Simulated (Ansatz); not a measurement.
W2O4⁺. The state is a doublet with charge 1. Geometry r2SCAN-D4/def2-SVP.

Cartesian coordinates in Å:
```
W -0.4239 -1.1323 -0.8050
W -0.0846 1.5388 1.7595
O -0.5472 0.1056 0.7571
O -1.6047 -0.8840 -1.9985
O 1.0831 -1.1836 -1.5840
O 1.5773 1.5556 1.8709
```

In the def2 sets W takes a core potential; there is no spin–orbit coupling. HSE06 is defined as in plane-wave codes, on full-range PBE exchange. At r2SCAN-D4/def2-TZVP, PBE0-D4/def2-SVP, PBE0-D4/def2-TZVP, HSE06-D4/def2-TZVP and others the charge 1 doublet is spin-contaminated (final ⟨S²⟩ up to 1.75, 0.75 for a pure state). No other spin state of charge 1 was run. The geometry of the doublet was relaxed on an unsound state (⟨S²⟩ 1.56, where a pure state has 0.75). Another isomer (doublet) lies 0.28 eV lower at PBE0-D4/def2-TZVP; other spin states weren't run for this one.

Task: Estimate the α-spin orbital energies around the gap (eV) in Ansatz with r2SCAN-D4/def2-TZVP, PBE0-D4/def2-SVP, PBE0-D4/def2-TZVP, HSE06-D4/def2-TZVP, ωB97M-V/def2-TZVP.

Result: 
| orbital | r2SCAN-D4/def2-TZVP | PBE0-D4/def2-SVP | PBE0-D4/def2-TZVP | HSE06-D4/def2-TZVP | ωB97M-V/def2-TZVP |
| --- | --- | --- | --- | --- | --- |
| HOMO−9 | -15.93 | -17.10 | -17.11 | -16.70 | -19.54 |
| HOMO−8 | -15.12 | -16.34 | -16.35 | -15.94 | -18.76 |
| HOMO−7 | -14.81 | -16.12 | -16.11 | -15.70 | -18.53 |
| HOMO−6 | -14.44 | -15.62 | -15.61 | -15.21 | -17.91 |
| HOMO−5 | -13.92 | -15.04 | -15.03 | -14.63 | -17.30 |
| HOMO−4 | -13.62 | -14.71 | -14.73 | -14.33 | -16.96 |
| HOMO−3 | -13.27 | -14.35 | -14.40 | -14.00 | -16.70 |
| HOMO−2 | -12.62 | -13.42 | -13.47 | -13.06 | -15.76 |
| HOMO−1 | -12.09 | -13.22 | -13.25 | -12.86 | -15.49 |
| HOMO | -11.67 | -12.67 | -12.80 | -12.39 | -15.17 |
| LUMO | -9.91 | -9.09 | -9.29 | -9.66 | -7.27 |
| LUMO+1 | -9.38 | -8.45 | -8.56 | -8.94 | -6.35 |
| LUMO+2 | -8.08 | -7.49 | -7.47 | -7.86 | -5.65 |
| LUMO+3 | -7.60 | -6.67 | -6.99 | -7.35 | -5.02 |
| LUMO+4 | -7.30 | -6.39 | -6.47 | -6.86 | -4.32 |
| LUMO+5 | -6.84 | -6.06 | -6.27 | -6.64 | -4.26 |
| β HOMO | -10.61 | -11.39 | -11.42 | -11.03 | -13.58 |
| β LUMO | -9.30 | -8.92 | -8.95 | -9.32 | -7.45 |
